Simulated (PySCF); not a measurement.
## Calculated properties of `N(C(CCC)=S)(C)C`

Compound: C6H13NS.
SMILES with atom numbers: `[CH3:1][CH2:2][CH2:3][C:4](=[S:5])[N:6]([CH3:7])[CH3:8]` (hydrogens: H9, H10, H11 on C1; H12, H13 on C2; H14, H15 on C3; H16, H17, H18 on C7; H19, H20, H21 on C8)

Among its groups: thiocarbonyl.

GFN2-xTB geometry:

| Quantity | Value |
| --- | --- |
| Point group of the GFN2-xTB geometry | C1 |
| Rotational constants A, B, C of the GFN2-xTB geometry | 2.211, 1.163, 0.820 GHz |

**PBE0/pcSseg-1 ground state and GIAO shieldings, non-relativistic (PySCF)**

| Quantity | Value |
| --- | --- |
| Dipole moment | 4.92 D |
| HOMO energy | -5.67 eV |
| LUMO energy | -0.51 eV |
| HOMO–LUMO gap | 5.16 eV |
| Lowest Hirshfeld atomic charge | -0.24 e on S5 |
| Highest Hirshfeld atomic charge | +0.08 e on C4 |
| 13C chemical shifts (computed TMS as zero) by class | 211.5 (C4), 50.0 (C3), 42.7 (C8), 39.7 (C7), 28.9 (C2), 16.7 (C1) ppm |
| 1H chemical shifts (computed TMS as zero) by class | 3.73 (H19/H20/H21), 3.16 (H16/H17/H18), 2.87 (H14/H15), 1.66 (H12/H13), 1.05 (H9/H10/H11) ppm |
| Isotropic shieldings of nuclei other than C and H, by class | 114 (N6), 187 (S5) ppm |
| Mayer bond orders between heavy atoms | C1–C2 1.07, C2–C3 1.00, C3–C4 1.01, C4–S5 1.64, C4–N6 1.20, N6–C7 0.94, N6–C8 0.94 |

Monoisotopic mass (most abundant isotopes): 131.0769 u.

A dipole of 4.92 D is allowed in C1, and pure rotational transitions are dipole-allowed. In atomic units the dipole is 1.94 e·bohr (1 au = 2.5417 D). With B = h/(8π²I), that is 505.379 GHz u Å² over I, the principal moments of inertia are 228.5, 434.4 and 616.1 u Å² (most abundant isotopes). The rotational constants make it an asymmetric top with κ = (2B − A − C)/(A − C) = -0.51, nearer the prolate limit (−1).

Isolated species at its GFN2-xTB geometry (one conformer only). GFN2-xTB frequencies show an imaginary mode (40i cm⁻¹), so this geometry is no minimum at that level. NMR classes are plain means over equivalent atoms (diastereotopic ones count apart unless rotation or inversion swaps them), as if these changed places fast; in this geometry the members of some classes differ.

For the NMR shielding job (PBE0/pcSseg-1), the run took 58 s of wall time on Arm Neoverse N1, one thread, no GPU (shared host), and the process peaked at 0.99 GiB of memory.

Shape of the structure used: `[CH3:1][CH2:2][CH2:3][C:4](=[S:5])[N:6]([CH3:7])[CH3:8]`: C1–C2–C3–C4 180°, C2–C3–C4–S5 92°, C3–C4–N6–C7 -2°.
